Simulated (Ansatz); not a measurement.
Basis-set series for F3H5InNSi (`[F][In-]([F])([F])[NH2+][SiH3]`). Total charge 0; spin multiplicity 1. In: def2 effective core potential. The geometry is a stationary point of PBE0-D4/def2-TZVP. It is one conformer, not always the lowest.

```csv
functional,basis,functions,energy (Eh),HOMO (eV),LUMO (eV)
PBE0-D4,def2-SVP,125,-836.19038,-9.66,-1.55
PBE0-D4,def2-QZVPP,530,-836.78894,-9.90,-1.91
ωB97M-V,def2-SVP,125,-836.47894,-12.00,0.43
ωB97M-V,def2-QZVPP,530,-837.08743,-12.22,-0.21
```

Q: Give the rows for def2-TZVPP. (An estimate is asked.)

A: Computed: 
```tsv
functional	basis	functions	energy (Eh)	HOMO (eV)	LUMO (eV)
PBE0-D4	def2-TZVPP	286	-836.75559	-9.87	-1.84
ωB97M-V	def2-TZVPP	286	-837.05626	-12.20	0.01
```

Positive LUMOs are unbound and depend on the basis.
